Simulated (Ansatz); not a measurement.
Cl2FGa (`[F][Ga]([Cl])[Cl]`), 4 atoms. Charge 0, multiplicity 1. Correlated methods include outer-core shells of Ga, which these sets cover unevenly. Scalar relativity is left out up to krypton. Hardware: A = 2 threads of an AMD EPYC 7R13 on a shared host; B = 2 threads of an AMD EPYC 7R13 on a shared host and a share of an NVIDIA H100 80 GB. Correlated methods freeze the cores. Open-shell runs search over several starts.

**Question.** How many basis functions does each run have, and how long does it take in Ansatz? UKS B2PLYP (frozen core)/def2-TZVPP energy of the cation [A]; RKS PBE0-D4/def2-SVP energy [A]; RKS PBE0-D4/def2-TZVP relaxation (4 steps) [A]; UKS r2SCAN-D4/def2-TZVPP energy of the cation [A]; UKS PBE0-D4/def2-TZVPP energy of the cation [A]; RKS PBE0-D4/def2-QZVPP energy [B]; RKS ωB97M-V/def2-QZVPP energy [B]; UKS ωB97X-V/def2-TZVPP energy of the cation [A]; direct RPA on PBE orbitals/def2-TZVPP energy [A]; RKS r2SCAN0-D4/def2-TZVPP energy [A]; RKS LC-ωPBE/def2-TZVPP energy [A]; RKS ωB97X-V/def2-TZVPP energy [A]. (An estimate is asked.)

**Answer.** Ansatz gave: Other jobs shared the machine, so times are rough.

```
                                level                       job  functions  wall time  peak host memory (GiB)
                 RKS PBE0-D4/def2-SVP                energy [A]         82      1.2 s                    0.35
               RKS LC-ωPBE/def2-TZVPP                energy [A]        163      1.7 s                    0.35
               RKS PBE0-D4/def2-QZVPP                energy [B]        286      1.8 s                    0.88
direct RPA on PBE orbitals/def2-TZVPP                energy [A]        163      2.5 s                    0.35
            RKS r2SCAN0-D4/def2-TZVPP                energy [A]        163        4 s                    0.49
               RKS ωB97M-V/def2-QZVPP                energy [B]        286      4.6 s                    0.92
               RKS ωB97X-V/def2-TZVPP                energy [A]        163      4.8 s                    0.57
                RKS PBE0-D4/def2-TZVP  relaxation (4 steps) [A]        153       13 s                    0.45
               UKS PBE0-D4/def2-TZVPP  energy of the cation [A]        163       19 s                    0.95
  UKS B2PLYP (frozen core)/def2-TZVPP  energy of the cation [A]        163       28 s                    0.57
               UKS ωB97X-V/def2-TZVPP  energy of the cation [A]        163       39 s                     1.1
             UKS r2SCAN-D4/def2-TZVPP  energy of the cation [A]        163       74 s                    0.52
```

LC-ωPBE has ω = 0.4 bohr⁻¹.
